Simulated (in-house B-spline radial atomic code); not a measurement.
Response and correlation of Sm⁴⁴⁺

Closed shell [Ne] 3s2 3p6. Computed with a B-spline radial code for spherical atoms: Dirac-Hartree-Fock, relativistic RPA (time-dependent Dirac-Hartree-Fock) for the response and second-order many-body perturbation theory for correlation, no-pair Dirac-Coulomb Hamiltonian, finite nucleus.

```
multipole (bohr³, bohr⁵, bohr⁷)   uncoupled  coupled RPA
                         dipole   0.0088373    0.0083853
                     quadrupole  0.00025632            ?
                       octupole  2.8964e-05   3.4774e-05
```

What is the coupled quadrupole polarisability?

0.00027076 atomic units, +6 % against the uncoupled value.

Which subshells carry the dipole polarisability?

3p3/2 74.2 %, 3p1/2 23.8 %, 3s1/2 1.6 %.

What does the dipole shielding factor come to?

The dipole shielding factor is 0.290, against the exact N/Z = 18/62 = 0.290 of the non-relativistic theorem.

Dipole polarisability at imaginary frequency:

| u (Eh) | α(iu) (bohr³) |
| --- | --- |
| 0 | 0.008385 |
| 15.1 | 0.003705 |
| 45.3 | 0.001239 |
| 90.6 | 0.0005992 |
| 151 | 0.0003197 |
| 302 | 0.0001188 |
| 604 | 3.768e-05 |
| 1510 | 6.953e-06 |

What dispersion coefficients follow for two such ions (the dispersion part alone)?

C6 = (3/π)∫α(iu)²du = 0.0007631 hartree·bohr⁶ and C8 = 0.0001983 hartree·bohr⁸.

Lowest J = 1 odd-parity excitations:

```
energy (eV)  oscillator strength  leading channel  weight
     196.84              0.00262     3p3/2 → d3/2   0.935
     263.99                0.365     3p3/2 → d5/2   0.852
     378.88                0.665     3p1/2 → d3/2   0.964
     1606.6                0.282     3p3/2 → s1/2   0.999
       1756                0.119     3p1/2 → s1/2   0.991
       1809               0.0312     3p3/2 → d3/2   0.937
     1825.5                 1.66     3p3/2 → d5/2   0.942
     1961.8                 0.87     3p1/2 → d3/2   0.889
```

Second-order correlation energy by the highest angular momentum of the excited pair (hartree): s -0.02362, p -0.178, d -0.6622, f -0.1371, g -0.05275, h -0.01926, i -0.008699, k -0.004476.

What is the second-order correlation energy at the partial-wave limit?

The listed waves sum to -1.086 hartree; extrapolating the increments as (l + 1/2)⁻⁴ gives -1.0952 hartree, -1.66 eV per electron.
